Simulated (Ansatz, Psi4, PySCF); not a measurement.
C3H9O2Sn, doublet, geometry from GFN2-xTB (such geometries of metal compounds can be far from the true shape) (the spin is typed, not shown lowest) (all electrons, no relativity). Base run: PBE/STO-3G in PySCF.

The PySCF input:
```python
from pyscf import gto, scf, dft

mol = gto.Mole()
mol.atom = '''
    Sn    0.464040    0.331984    0.508524
    C    -0.709882   -1.049571   -1.499258
    C     0.016803   -2.341414   -1.650737
    C    -0.720057   -0.115123   -2.655689
    H    -1.648730   -1.114205   -0.959609
    H    -0.535378   -3.000845   -2.330105
    H     1.009492   -2.194597   -2.074622
    H     0.103806   -2.859889   -0.697112
    H    -1.032920    0.879140   -2.342721
    H    -1.436994   -0.458933   -3.409449
    H     0.257873   -0.054229   -3.129525
    O    -0.756146    1.978942    0.373286
    H    -1.351570    2.115459    1.107192
    O    -0.483324   -0.437536    2.198383
    H    -0.173002   -1.205715    2.670493
'''
mol.basis = 'sto-3g'
mol.charge = 0
mol.spin = 1
mol.verbose = 4
mol.build()

mf = dft.UKS(mol)
mf.xc = 'pbe'
mf.kernel()
```

The same geometry, method and basis name were run in Ansatz (a program for electronic structure) and Psi4 and PySCF, at each program's defaults and at the settings that a row names. The base is PySCF at its defaults. Differences at the defaults can come from grids, fitting, cores and function types together.

| code and settings | ΔE vs base (µEh) | basis functions | E (Eh) | SCF cycles | dipole (D) |
|---|---|---|---|---|---|
| PySCF, defaults (exact integrals, its default grid, spherical functions) | 0.0 | 61 | -6230.98311 | 14 | 1.48 |
| Ansatz, defaults (factorised integrals, its default grid, spherical functions) | -6.4 | 61 | -6230.98312 | - | - |
| PySCF, fine grid | -2.3 | 61 | -6230.98311 | 14 | 1.48 |
| Psi4, exact integrals, spherical functions, fine grid | 50.3 | 61 | -6230.98306 | 15 | 1.48 |
| Ansatz, high accuracy | -3.9 | 61 | -6230.98312 | - | - |

Open shells are given as the SCF converged; they aren't shown to be the lowest states, and a large step between rows can be another state.
